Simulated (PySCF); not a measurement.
A calculated (UHF, PySCF 2.14, Sapporo-DZP-2012, the spin-free X2C one-electron Hamiltonian (Gaussian nucleus)) atom or ion has these occupied shells.

```csv
shell,electrons,orbital energy (eV),"rms radius, mean of both spins (bohr)"
1s α,1,-54.252,0.885
```

(1) Name the element and its charge.

Results:

(1) He⁺ (helium, charge +1), in 1s1, 2S determinant.
